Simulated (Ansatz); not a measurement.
H3NPb (SMILES [NH2][PbH]) moved off its minimum; all values from Ansatz (a quantum-chemistry and plane-wave program), cores frozen in correlated methods. Elements past Kr take the def2 small-core potentials, without spin–orbit coupling.
(charge 0, multiplicity 1)
```xyz
5

Pb    -0.0701     0.1714     0.1971
H     -0.7270     1.2353    -1.2355
N      0.5190    -1.2515    -1.2803
H      0.4683    -1.2579    -2.3568
H      1.0071    -2.1150    -1.0662
```

Forces at MP2/def2-TZVPPD (eV/Å):

```json
[
 {"atom": "Pb1", "Fx": "-0.163", "Fy": "0.207", "Fz": "-0.702"},
 {"atom": "H2", "Fx": "0.104", "Fy": "-0.134", "Fz": "0.446"},
 {"atom": "N3", "Fx": "0.256", "Fy": "-0.670", "Fz": "-2.531"},
 {"atom": "H4", "Fx": "-0.152", "Fy": "0.507", "Fz": "2.413"},
 {"atom": "H5", "Fx": "-0.044", "Fy": "0.090", "Fz": "0.374"}
]
```

Question: Give the forces (eV/Å), the total energy and the dipole at CCSD(T)/def2-TZVPPD.

Answer: 
| atom | Fx | Fy | Fz |
|---|---|---|---|
| Pb1 | -0.129 | 0.169 | -0.528 |
| H2 | 0.048 | -0.045 | 0.324 |
| N3 | 0.265 | -0.698 | -2.520 |
| H4 | -0.152 | 0.504 | 2.354 |
| H5 | -0.032 | 0.070 | 0.369 |
Energy -248.3743 hartree, dipole 1.35 D.
